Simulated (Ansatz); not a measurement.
The cluster SnCl2⁺. Charge 1, multiplicity 2. Geometry r2SCAN-D4/def2-TZVP, that of the neutral singlet; atoms count from 1.

```xyz
3

Sn   -1.023    0.024    0.139
Cl    0.267   -0.343   -1.812
Cl    0.756    0.319    1.673
```

In the def2 sets Sn takes a core potential; there is no spin–orbit coupling. The structure comes from a short search, and lower isomers may exist.

(1) Estimate the Mulliken populations from the PBE0/def2-TZVP orbitals of Ansatz.

(2) Where does the spin sit?

(3) And the Mayer bond orders between bonded heavy atoms (over 0.3)?

Results:

(1) 
```json
{"atom": "Sn1", "charge (e)": "1.13", "spin (α − β)": "0.36"}
{"atom": "Cl2", "charge (e)": "-0.06", "spin (α − β)": "0.32"}
{"atom": "Cl3", "charge (e)": "-0.06", "spin (α − β)": "0.32"}
```
Mulliken values and Mayer orders depend strongly on the basis.

(2) Summed by element: Sn 0.36, Cl 0.64, of 1 unpaired in all. Largest on single atoms: Sn1 0.36, Cl2 0.32, Cl3 0.32.

(3) Sn1–Cl2 1.17 (2.37 Å); Sn1–Cl3 1.17 (2.37 Å).
